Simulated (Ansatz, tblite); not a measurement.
Cost and result up the ladder for B(THF)H3 (C4H11BO) (17 atoms). Total charge 0; singlet. Geometry: PBE-D4/def2-SVP.

```
atom    x (Å)    y (Å)    z (Å)
  B1   1.7479  -1.3353  -0.4104
  O2   0.3076  -0.7219   0.0327
  C3  -0.5693  -0.2476  -1.0273
  C4  -1.5886   0.6022  -0.2856
  C5  -0.7071   1.3002   0.7639
  C6   0.2983   0.2157   1.1588
  H7  -0.9697  -1.1434  -1.5368
  H8   0.0389   0.3419  -1.7481
  H9  -2.1130   1.3111  -0.9549
 H10  -2.3514  -0.0416   0.1996
 H11  -0.1811   2.1619   0.3040
 H12  -1.2788   1.6792   1.6331
 H13   1.3325   0.5866   1.2956
 H14  -0.0027  -0.3673   2.0524
 H15   1.4600  -2.1572  -1.2767
 H16   2.1902  -1.8236   0.6261
 H17   2.3863  -0.3610  -0.8263
```

Ansatz; hardware A = 2 threads of AMD EPYC 7R13 on a shared host; B = 2 threads of AMD EPYC 7R13 on a shared host and a share (18 GiB) of an NVIDIA H100 80GB HBM3; xTB runs through tblite on one thread. Times are rough, summed over both states, and most runs start from the orbitals of an earlier one. PBE0-D4/def2-TZVP serves as the yardstick here, not as an exact answer. Differences are given only for rows in sets of like size (and for xTB, whose basis is part of the method), since another set adds its own error. The other state is a doublet.

The xTB rows come from tblite. LC-ωPBE has ω = 0.4 bohr⁻¹. Correlated methods freeze 6 core orbitals. The rows differ in basis, and correlated rows in double-zeta sets carry the largest basis error. In CCSD on the charge 1 doublet the largest single amplitude is 0.20, so its Hartree–Fock determinant may place the open shell otherwise than the density functionals do.

Correlated methods converge slowly with the basis, most of all in double-zeta sets.

Raw xTB energies of ions are shifted by several eV.

```tsv
level	functions	wall time	vertical IE (eV)	difference from PBE0-D4/def2-TZVP (eV)
GFN2-xTB	35	0.014 s	13.23	3.48
GFN1-xTB	46	0.023 s	14.23	4.48
PBE-D4/def2-TZVP [A]	252	16 s	9.37	-0.37
LC-ωPBE/def2-TZVP [A]	252	27 s	10.05	0.30
CCSD(T)/def2-SVP [B]	139	29 s	9.98	–
PBE0-D4/def2-TZVP (with forces) [A]	252	38 s	9.75	0.00
```
